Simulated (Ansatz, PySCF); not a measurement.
ClTl, charge -1, doublet, at a GFN2-xTB geometry (such geometries of metal compounds can be far from the true shape) (a state made from the parent by changing its charge; the spin is typed, not shown lowest) (core potentials on Tl) (in this run its highest filled SCF level lies above zero, so its values depend strongly on the basis, on diffuse functions most of all). Base run: PBE/def2-TZVP (PySCF).

Here is a job for PySCF.
```python
from pyscf import gto, scf, dft

mol = gto.M(
    atom='''
Tl   -0.000000   -0.000000   -0.476410
Cl    0.000000    0.000000    2.269956
''',
    basis='def2-tzvp',
    ecp={'Tl': 'def2-tzvp'},
    charge=-1,
    spin=1,
    verbose=4,
)

mf = dft.UKS(mol)
mf.xc = 'pbe'
mf.kernel()
```

The same geometry, method and basis name were run in Ansatz (a first-principles code) and PySCF, at each program's defaults and at the settings that a row names. The base is PySCF at its defaults. Differences at the defaults can come from grids, fitting, cores and function types together.

| code and settings | ΔE vs base (mEh) | basis functions | E (Eh) | SCF cycles |
|---|---|---|---|---|
| PySCF, defaults (exact integrals, its default grid, spherical functions) | 0.000 | 87 | -632.66846 | 11 |
| Ansatz, defaults (factorised integrals, its default grid, spherical functions) | -0.001 | 87 | -632.66846 | - |
| PySCF, density fitting with def2-universal-jkfit | -0.023 | 87 | -632.66848 | 11 |
| PySCF, fine grid | -0.001 | 87 | -632.66846 | 11 |
| Ansatz, high accuracy | 0.000 | 87 | -632.66846 | - |

Open shells are given as the SCF converged; they aren't shown to be the lowest states, and a large step between rows can be another state.
